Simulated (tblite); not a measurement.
C3H8N2OSi2.
Atom-mapped SMILES: `[SiH3:1][O:2][c:3]1[cH:4][n:5][cH:6][n:7]1[SiH3:8]` (hydrogens: H9, H10, H11 on Si1; H12 on C4; H13 on C6; H14, H15, H16 on Si8)

Cartesian coordinates in Å at the GFN2-xTB level; atoms count from 1:
```xyz
16
C3H8N2OSi2 angstrom
Si     2.5824    0.8194    0.0133
O      0.9596    0.6679    0.0945
C      0.1915   -0.4068   -0.1157
C      0.4463   -1.6988   -0.4560
N     -0.7397   -2.3769   -0.5369
C     -1.6629   -1.5144   -0.2538
N     -1.1660   -0.2705    0.0191
Si    -1.9202    1.2503    0.4502
H      3.0597    0.5011   -1.3326
H      3.2285   -0.0658    0.9828
H      2.6706    2.2312    0.3524
H      1.3847   -2.1779   -0.6456
H     -2.7124   -1.7239   -0.2278
H     -1.4080    1.6344    1.7628
H     -3.3437    0.9235    0.4722
H     -1.5779    2.2160   -0.5904
```

Level: GFN2-xTB in tblite, geometry and Hessian alike; calculated harmonic values, unscaled, isolated species. This tight-binding method is rough: wavenumbers can miss measured ones by several per cent, in bad cases by 10 to 20. Modes of hydrogen on silicon can be 10 to 20 % off. One conformer, not necessarily the lowest.

Harmonic wavenumbers (cm⁻¹): 54.7, 87.6, 100.1, 122.4, 137.5, 152.9, 318.7, 393.3, 465.8, 571.6, 581.6, 597.1, 599.0, 633.5, 640.3, 687.5, 741.1, 752.0, 766.3, 778.0, 785.3, 789.5, 801.4, 823.9, 882.9, 939.5, 1087.0, 1134.8, 1150.9, 1272.2, 1294.8, 1388.1, 1511.9, 1596.7, 2249.4, 2274.4, 2296.2, 2297.7, 2300.3, 2344.4, 3178.5, 3179.6.

A = 2089, B = 1152, C = 755.6 MHz; mass 144.018 u (most abundant isotopes); point group Cs, symmetry number 1.

Question: Zero-point energy?

Answer: ½Σν̃ = 22380 cm⁻¹ = 267.73 kJ/mol.

Question: Give the ideal-gas entropy at 500 K and 1 bar in the rigid-rotor, harmonic-oscillator model (classical rotation).

Answer: Translation 181.59, rotation 130.12, vibration 204.66: S = 516.4 J/(mol K).

Question: And Cp and H(500 K) − H(0)?

Answer: Cp = 230.92 J/(mol K), of which vibrations give 197.66 (their classical limit is 42 R = 349.2); H(500 K) − H(0) = 69.20 kJ/mol without the zero-point energy, 52.57 from vibrations.

Question: What must be added to the electronic energy to get the Gibbs energy at 500 K and 1 bar?

Answer: ZPE + [H(500 K) − H(0)] − T·S = 267.73 + 69.20 − 258.18 = 78.75 kJ/mol.

Question: How do the functions run with temperature in this model?

Answer: 
| T (K) | S (J/(mol K)) | Cp (J/(mol K)) | H − H(0) (kJ/mol) | G − H(0) (kJ/mol) | ln q(vib) |
| --- | --- | --- | --- | --- | --- |
| 100 | 294.2 | 77.7 | 5.53 | -23.89 | 1.68 |
| 200 | 359.3 | 117.5 | 15.15 | -56.71 | 4.28 |
| 300 | 415.7 | 163.3 | 29.22 | -95.50 | 6.84 |
| 800 | 638.7 | 288.3 | 147.98 | -363.01 | 19.20 |
| 1000 | 705.7 | 311.4 | 208.09 | -497.62 | 23.59 |

q(vib) and H(0) count from the zero-point level.

Hindered rotation and anharmonicity are outside this model. Other conformers, if any are populated, would add a mixing term that is left out.

Hardware: one thread, Arm Neoverse V1 (aarch64), on a shared host. Cost: 0.62 s of wall time. This covers the Hessian and the dipole derivatives.
